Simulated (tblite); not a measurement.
CF₄NO₄S₂ (charge -1).
Z-matrix (Å and degrees, GFN2-xTB geometry), rows numbered from 1:
```
O 
S   1  1.4233
O   2  1.4252  1  118.03
F   2  1.6558  1  104.61  3   113.05
N   2  1.5708  1  113.98  3  -135.60
S   5  1.5715  2  110.20  1   -30.72
O   6  1.4293  5  116.16  2   -43.19
O   6  1.4349  5  110.73  2  -178.78
C   6  1.9107  5  103.44  2    71.87
F   9  1.3392  6  111.87  5    10.16
F   9  1.3500  6  109.53  5   126.69
F   9  1.3299  6  115.41  5  -114.49
```

Method: GFN2-xTB as coded in tblite; computed harmonic values from a numerical Hessian at the method's own geometry, unscaled. This tight-binding method is rough: wavenumbers can miss measured ones by several per cent, in bad cases by 10 to 20. One conformer, not necessarily the lowest.

Harmonic wavenumbers (cm⁻¹): 49.3, 68.5, 91.9, 127.7, 155.7, 168.7, 225.3, 259.6, 282.4, 307.7, 345.1, 375.8, 388.6, 448.7, 471.0, 483.8, 502.6, 527.7, 554.8, 637.0, 657.8, 879.9, 1007.8, 1040.5, 1102.2, 1127.7, 1148.8, 1176.0, 1265.3, 1299.8.

A = 1326, B = 651.6, C = 564.3 MHz; mass 229.920 u (most abundant isotopes); point group C1, symmetry number 1.

Task: Zero-point energy?

Result: Half the sum of the wavenumbers: 8589 cm⁻¹ = 102.75 kJ/mol.

Task: Give the ideal-gas entropy at 500 K and 1 bar in the rigid-rotor, harmonic-oscillator model (classical rotation).

Result: Translation 187.42, rotation 135.59, vibration 237.66: S = 560.7 J/(mol K).

Task: And Cp and H(500 K) − H(0)?

Result: Cp = 225.65 J/(mol K), of which vibrations give 192.40 (their classical limit is 30 R = 249.4); H(500 K) − H(0) = 75.14 kJ/mol without the zero-point energy, 58.51 from vibrations.

Task: What must be added to the electronic energy to get the Gibbs energy at 500 K and 1 bar?

Result: ZPE + [H(500 K) − H(0)] − T·S = 102.75 + 75.14 − 280.34 = -102.45 kJ/mol.

Task: How do the functions run with temperature in this model?

Result: 
```
 T (K)  S (J/(mol K))  Cp (J/(mol K))  H − H(0) (kJ/mol)  G − H(0) (kJ/mol)  ln q(vib)
   150          353.3           119.0              11.12             -41.88       3.54
   250          425.2           163.6              25.39             -80.92       6.85
298.15          455.5           179.9              33.67            -102.13       8.42
   400          512.4           206.9              53.45            -151.50      11.59
   600          603.1           238.9              98.40            -263.43      17.23
   900          704.6           260.2             173.75            -460.40      24.32
```

q(vib) and H(0) count from the zero-point level.

Hindered rotation and anharmonicity are outside this model. Other conformers, if any are populated, would add a mixing term that is left out. The structure is chiral; the term R ln 2 for an equal mix with its mirror image is left out.
